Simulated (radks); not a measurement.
Problem. Numerical settings for the argon ion Ar+, [Ne] 3s2 3p5. All-electron calculation, non-relativistic Kohn-Sham, LDA (Slater exchange, Perdew-Wang correlation), spin-polarised, spherical densities, point nucleus; open shells are filled with parallel spins first. Program: a radial shooting solver on a logarithmic mesh with Libxc functionals. The defaults (mesh step 0.008 in ln r, mesh end at 40 bohr or more with all orbitals vanishing there, Anderson mixing 0.5 over 9 steps, residual threshold near 1e-9 with the energy settled to 1e-9 hartree or 1e-11 of itself, here a cap of 78 iterations) give E = -525.3541 hartree and 3p at -21.711 eV in 14 iterations. Run on one thread of a shared host, so times are rough (Arm Neoverse N1): 0.13 s of CPU time, 0.13 s wall, 14 iterations on 2476 mesh points. One setting is changed at a time: mesh step in ln r 0.03; mesh step in ln r 0.003; mesh step in ln r 0.12; mesh end (bohr) 8; mesh end (bohr) 12; residual threshold 1e-16; residual threshold 0.1; mixing 0.2; linear mixing, mixing 0.2; linear mixing, mixing 0.05; mixing history 3; iteration cap 5. Which runs fail to converge, and which converge to a wrong energy?

Solution. Not converged within the cap: mesh step in ln r 0.12; residual threshold 1e-16; linear mixing, mixing 0.2; linear mixing, mixing 0.05; iteration cap 5. No run marked as converged misses the energy by more than 1 mhartree.
